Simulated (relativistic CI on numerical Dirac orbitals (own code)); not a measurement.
# Line list: Electric-dipole lines, Te XXXIV

Computed by Dirac-Coulomb-Breit CI, separate exchange-only KLI orbitals for each configuration, model QED, unscaled Slater integrals (own radial code, finite nucleus).

Configurations in the expansion (outside the closed core [Ne]): 3s2 3p6 3d, 3s2 3p5 3d2, 3s 3p6 3d2, 3s2 3p6 4s, 3s2 3p6 4p, 3s2 3p6 4d, 3s2 3p5 3d 4s, 3s2 3p6 4f, 3s2 3p5 3d 4p, 3p6 3d3, 3p5 3d4, 3p5 3d3 4s. Double excitations out of closed p, d and f shells are left out; levels of such configurations are missing from the list, as are those of other unlisted configurations, and high levels can miss mixing partners. These lack a partner that the ground configuration has and come out too high: 3s2 3p5 3d 4p.

```csv
λ vac (nm),Lower,Upper,A (s⁻¹),log gf,S velocity/length
1.3853,3s2 3p6 3d 2D_5/2 [2],3s2 3p6 4p 2P°_3/2 [103],1.52e+12,-0.76,0.96
4.6448,3s2 3p6 3d 2D_3/2 [1],3s2 3p5 3d2 2D°_3/2 [43],1.58e+12,0.31,0.68
4.7191,3s2 3p6 3d 2D_5/2 [2],3s2 3p5 3d2 2P°_3/2 [46],1.20e+12,0.21,0.67
4.7729,3s2 3p6 3d 2D_5/2 [2],3s2 3p5 3d2 2D°_5/2 [45],1.38e+12,0.45,0.68
4.7910,3s2 3p6 3d 2D_3/2 [1],3s2 3p5 3d2 2P°_1/2 [41],9.50e+11,-0.18,0.67
4.8672,3s2 3p6 3d 2D_5/2 [2],3s2 3p5 3d2 2F°_7/2 [44],6.87e+11,0.29,0.70
5.3148,3s2 3p6 3d 2D_3/2 [1],3s2 3p5 3d2 2F°_5/2 [32],4.83e+11,0.09,0.67
5.8924,3s2 3p6 3d 2D_3/2 [1],3s2 3p5 3d2 2P°_1/2 [27],2.50e+11,-0.58,0.61
5.9935,3s2 3p6 3d 2D_5/2 [2],3s2 3p5 3d2 2P°_3/2 [31],1.53e+11,-0.48,0.61
6.0182,3s2 3p5 3d2 4D°_5/2 [7],3s 3p6 3d2 4P_3/2 [54],1.20e+11,-0.58,0.73
6.0513,3s2 3p5 3d2 2G°_7/2 [14],3s 3p6 3d2 2G_7/2 [57],8.29e+10,-0.44,0.78
6.1524,3s2 3p6 3d 2D_3/2 [1],3s2 3p5 3d2 2F°_5/2 [26],1.92e+11,-0.18,0.64
6.1527,3s2 3p5 3d2 2G°_7/2 [14],3s 3p6 3d2 2F_5/2 [55],1.10e+11,-0.42,0.76
6.1605,3s2 3p5 3d2 4D°_7/2 [9],3s 3p6 3d2 4P_5/2 [52],1.58e+11,-0.27,0.78
6.1674,3s2 3p6 3d 2D_5/2 [2],3s2 3p5 3d2 4F°_5/2 [30],1.45e+11,-0.30,0.61
6.2169,3s2 3p5 3d2 2H°_11/2 [20],3s 3p6 3d2 2G_9/2 [58],2.85e+11,0.22,0.78
6.2452,3s2 3p5 3d2 4D°_1/2 [3],3s 3p6 3d2 4F_3/2 [48],1.12e+11,-0.58,0.78
6.2863,3s2 3p5 3d2 4D°_3/2 [4],3s 3p6 3d2 4F_3/2 [48],1.47e+11,-0.46,0.80
6.2934,3s2 3p6 3d 2D_3/2 [1],3s2 3p5 3d2 2D°_3/2 [24],1.03e+11,-0.61,0.60
6.2973,3s2 3p5 3d2 4F°_5/2 [5],3s 3p6 3d2 4F_5/2 [49],1.18e+11,-0.38,0.81
6.3078,3s2 3p5 3d2 4G°_11/2 [13],3s 3p6 3d2 4F_9/2 [53],2.73e+11,0.21,0.80
6.3092,3s2 3p6 3d 2D_5/2 [2],3s2 3p5 3d2 2G°_7/2 [28],9.34e+10,-0.35,0.63
6.3147,3s2 3p5 3d2 2F°_7/2 [22],3s 3p6 3d2 2D_5/2 [60],2.28e+11,-0.09,0.83
6.3604,3s2 3p5 3d2 4P°_3/2 [10],3s 3p6 3d2 4P_1/2 [51],3.36e+11,-0.39,0.80
6.3742,3s2 3p5 3d2 4G°_9/2 [8],3s 3p6 3d2 4F_7/2 [50],2.64e+11,0.11,0.81
6.3776,3s2 3p5 3d2 4D°_7/2 [9],3s 3p6 3d2 4F_7/2 [50],7.88e+10,-0.42,0.81
6.3985,3s2 3p5 3d2 4G°_7/2 [6],3s 3p6 3d2 4F_5/2 [49],2.60e+11,-0.02,0.81
6.4306,3s2 3p5 3d2 4F°_5/2 [5],3s 3p6 3d2 4F_3/2 [48],1.30e+11,-0.49,0.81
6.4713,3s2 3p5 3d2 2G°_9/2 [23],3s 3p6 3d2 2G_9/2 [58],1.08e+11,-0.17,0.88
6.6381,3s2 3p5 3d2 4F°_9/2 [17],3s 3p6 3d2 4F_9/2 [53],1.21e+11,-0.10,0.85
```

Terms are leading LS components. Brackets give the number of a level in order of energy, since labels repeat. The list gives strong lines, with weight on those to low levels, among the lowest 200 of 570 levels, so that lines to higher ones, which can be the strongest, are missing. Levels whose partners in the same complex of configurations lie outside the list can be far off, and so can their lines. Rates are taken at the computed energies, electric ones in the length gauge. A velocity-to-length ratio far from 1 marks an uncertain rate.

At this charge energies of transitions that change n are usually good to better than 1 %, and those within a shell (Δn = 0) to a few per cent.

LS names give the leading component of a level, which can be under half, so a name can repeat, a term be missing and a line seem to break the LS rules.
